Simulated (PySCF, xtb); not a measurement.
CH4S2Zn, SMILES C[S][Zn][SH].

GFN2-xTB (xtb) at its own geometry gives an orbital gap of 2.08 eV and a dipole moment of 1.48 D.

The structure is a stationary point at PBE0-D3(BJ)/def2-SVP. The values are those of a single conformer.

Question: What does PBE/def2-TZVP (PySCF) give? (An estimate is asked for; the answer gives what the named calculation found.)

Answer: gap 3.98 eV (levels -5.72 and -1.74 eV), dipole 1.60 D.
